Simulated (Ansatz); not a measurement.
## BFHNS: structure from calculated spectroscopic constants

These gas-phase data were calculated for one isomer of BFHNS at PBE0-D3(BJ)/def2-SVP (harmonic, unscaled wavenumbers; equilibrium rotational constants with average atomic masses):

| Item | Value |
| --- | --- |
| rotational constants | 274.4, 2.212, 2.194 GHz |
| all wavenumbers above 1500 cm⁻¹ | 2653, 2211 |
| dipole moment | 0.80 D (PBE0/def2-TZVPD) |

Candidates:

(1) `FB1NS1`, a singlet
(2) `FB=NS`, a singlet

**Question.** Assign the data to one candidate and say why.

**Answer.** Candidate (2). No mode falls between 3250 and 3800 cm⁻¹, where the N–H stretch of (1) would stand.

The same quantities for all candidates:

|  | rotational constants (GHz) | wavenumbers above 1500 cm⁻¹ | dipole (D) | E above the lowest, PBE0-D3(BJ)/def2-SVP (kcal/mol) |
| --- | --- | --- | --- | --- |
| (1) | 15.32, 4.683, 3.621 | 3561, 1642 | 1.32 | 0.0 |
| (2) | 274.4, 2.212, 2.194 | 2653, 2211 | 0.80 | 13.1 |

Harmonic stretches to hydrogen usually lie a few per cent above observed fundamentals. Each candidate is one conformer. Programs: Ansatz 0.2.0.
